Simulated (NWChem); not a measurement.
System: C₄H₆O; SMILES C#CCOC

```xyz
11

C      0.2819     2.5730     0.0000
C     -0.0889     1.4216     0.0000
C     -0.5687     0.0438     0.0000
O      0.4987    -0.8561     0.0000
C      0.0801    -2.1854     0.0000
H      0.6184     3.5935     0.0000
H     -1.2191    -0.1091     0.8883
H     -1.2191    -0.1091    -0.8883
H      0.9778    -2.8185     0.0000
H     -0.5247    -2.4326     0.8958
H     -0.5247    -2.4326    -0.8958
```
Atoms are numbered in this order, from 1.

All runs: NWChem. Pople sets run with spherical d functions. STO-3G and 3-21G are far too small for this property and stand as cheap habits. Structure relaxed at the PBE0/def2-SVP level. B3LYP is NWChem's, with the RPA form of VWN correlation. GIAO values for the isolated, static molecule; σ is the absolute isotropic shielding, δ = σ(reference) − σ with the isolated reference molecule computed at the same levels (13C: tetramethylsilane, 1H: tetramethylsilane, 17O: water).

For level B3LYP/6-31G*:

```yaml
"δ C1 (ppm)": 66.1
"δ C2 (ppm)": 69.7
"δ O4 (ppm)": 5.5
"δ C5 (ppm)": 55.6
"δ H6 (ppm)": 1.86
"δ H7 (ppm)": 3.81
"δ H9 (rotor mean) (ppm)": 3.12
```

**Question.** What are these values for level Hartree-Fock/STO-3G?

**Answer.** 
- δ C1 (ppm) = 77.4
- δ C2 (ppm) = 62.8
- δ O4 (ppm) = -44.3
- δ C5 (ppm) = 49.0
- δ H6 (ppm) = 3.03
- δ H7 (ppm) = 1.79
- δ H9 (rotor mean) (ppm) = 1.74
